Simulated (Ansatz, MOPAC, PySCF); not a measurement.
Dimer: NH3 (SMILES N) (first 4 atoms) with N2 (SMILES N#N); geometry from B3LYP-D3(BJ)/def2-TZVP, rigid monomers moved along the line of their centres of mass till N1···N5 is 3.70 Å.
(charge 0, multiplicity 1):
```xyz
6

N     -0.15989     0.18570    -0.16590
H     -0.38509     0.33454    -1.14296
H      0.76479     0.56907    -0.00637
H     -0.09523    -0.81510    -0.01875
N      0.50889    -0.37418     3.42930
N     -0.19965     0.09285     4.11440
```

Interaction energies are E(AB) − E(A) − E(B) at the monomers' geometry in the complex; basis-set methods are counterpoise corrected. Rows marked so take none.

Frozen-core correlation. CBS: X⁻³ extrapolation of the correlation energy, Hartree–Fock from the larger set. Rows in 3-21G, 6-311+G**, 6-31G* carry no dispersion term and start afresh at each structure (6-31G* with six Cartesian d functions). The state that AM1, PM3, PM6 reach isn't checked.

The values were computed with Ansatz (an electronic-structure program); MOPAC for AM1, PM3, PM6 (differences of heats of formation); PySCF for 3-21G rows, 6-311+G** rows, 6-31G* rows, the dispersion terms. Each number belongs to the level named beside it.

Other levels give for the interaction energy: PBE/def2-TZVPPD -1.8; B3LYP/def2-TZVPPD -0.5; B3LYP-D3(BJ)/def2-TZVPPD -2.1; wB97M-V/def2-TZVPPD -2.1; CCSD(T)/CBS(aug-cc-pVDZ, aug-cc-pVTZ) -2.3 kJ/mol.

Task: What do these common cheap choices give for the same quantity: AM1, PM3, PM6, HF/3-21G (no counterpoise), HF/6-31G* (no counterpoise), B3LYP/6-31G*, B3LYP/6-31G* (no counterpoise), B3LYP/6-311+G** (no counterpoise)?

Result: AM1 -1.4; PM3 -0.7; PM6 -3.0; HF/3-21G (no counterpoise) -2.3; HF/6-31G* (no counterpoise) -1.4; B3LYP/6-31G* -0.7; B3LYP/6-31G* (no counterpoise) -1.7; B3LYP/6-311+G** (no counterpoise) -1.2 kJ/mol. They span -3.0 to -0.7 kJ/mol.
